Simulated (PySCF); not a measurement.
Compound: C₈H₁₂.
Bonds: C1–C2 (double), C2–C3, C3–C4, C4–C5, C4–C6, C4–C7, C7–C8 (double), C2–C7. Hydrogens: H9, H10 on C1; H11, H12 on C3; H13, H14, H15 on C5; H16, H17, H18 on C6; H19, H20 on C8.

Computed geometry: GFN2-xTB, gas phase.

**Question.** Give the optimised bond lengths and angles.

**Answer.** 
```tsv
bond	length (Å)	order
C1=C2	1.323	double
C2–C3	1.509	single
C3–C4	1.553	single
C4–C5, C4–C6	1.523	single
C4–C7	1.521	single
C7=C8	1.323	double
C2–C7	1.462	single
C1–H9	1.077	single
C1–H10	1.077	single
C3–H11, C3–H12	1.089	single
C5–H13 and 5 like bonds	1.088	single
C8–H19	1.077	single
C8–H20	1.077	single
```

Bonds in one row agree within 0.01 Å and their mean is given. Orders are formal, as drawn. A selection of angles:
```tsv
angle	degrees
C1–C2–C3	133.8
C1–C2–C7	134.4
C3–C2–C7	91.8
C2–C3–C4	88.6
C3–C4–C5	114.3
C3–C4–C7	87.9
C5–C4–C6	110.9
C5–C4–C7	113.9
C4–C7–C8	133.7
C2–C7–C4	91.7
C2–C7–C8	134.6
```

Torsions: C1–C2–C3–C4 180° (antiperiplanar); C2–C3–C4–C5 -115° (anticlinal); C3–C4–C7–C8 180° (antiperiplanar); C1–C2–C7–C4 180° (antiperiplanar).

The 4-membered ring C2–C3–C4–C7 has internal angles of 87.9° to 91.8°; it is planar, 0.00 Å rms from its mean plane, widest ring torsion 0°. The 8 C–C bonds span 1.323 Å (C7=C8, drawn double) to 1.553 Å (C3–C4, drawn single), a spread of 0.230 Å.

Point group: Cs (every atom within 0.08 Å of its image). No GFN2-xTB frequencies stand behind this structure, so it isn't proved a minimum.
